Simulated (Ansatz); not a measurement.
Start from `O=C(O)c1ccc(Br)cc1` and change one atom or group to get `Brc1ccccc1`.

Ansatz, PBE0-D4/def2-TZVP geometries, multiplicity 1. Each molecule was computed in one conformer, which needn't be the lowest.

Scalar relativity is left out up to krypton.

```csv
property,`O=C(O)c1ccc(Br)cc1`
size of the dipole moment (ωB97M-V/def2-TZVPP) / D,1.44
HOMO energy (PBE/def2-TZVPP) / eV,-6.39
HOMO energy (ωB97M-V/def2-TZVPP) / eV,-9.45
size of the dipole moment (B3LYP/def2-TZVPP) / D,1.43
HOMO energy (PBE0/def2-TZVPP) / eV,-7.43
LUMO energy (B3LYP/def2-TZVPP) / eV,-1.93
```

**Question.** What does the change do to each property? (An estimate is asked.)

**Answer.** Ansatz gave: 
```json
{"property": "size of the dipole moment (ωB97M-V/def2-TZVPP) / D", "`Brc1ccccc1`": "1.78", "shift": "0.34"}
{"property": "HOMO energy (PBE/def2-TZVPP) / eV", "`Brc1ccccc1`": "-6.06", "shift": "0.33"}
{"property": "HOMO energy (ωB97M-V/def2-TZVPP) / eV", "`Brc1ccccc1`": "-9.14", "shift": "0.31"}
{"property": "size of the dipole moment (B3LYP/def2-TZVPP) / D", "`Brc1ccccc1`": "1.75", "shift": "0.32"}
{"property": "HOMO energy (PBE0/def2-TZVPP) / eV", "`Brc1ccccc1`": "-7.08", "shift": "0.35"}
{"property": "LUMO energy (B3LYP/def2-TZVPP) / eV", "`Brc1ccccc1`": "-0.78", "shift": "1.15"}
```

With PBE0 the HOMO rises by 0.35 eV and the LUMO rises by 1.16 eV, so the gap widens by about 0.81 eV. PBE moves the HOMO by 0.33 eV and ωB97M-V by 0.31 eV. Dipoles are sizes alone; their direction can turn.

B3LYP here is the variant with VWN-RPA as its local correlation; programs differ in this.

Spin–orbit coupling is left out; it splits and shifts lone-pair levels of the heavy atoms by tenths of an eV.
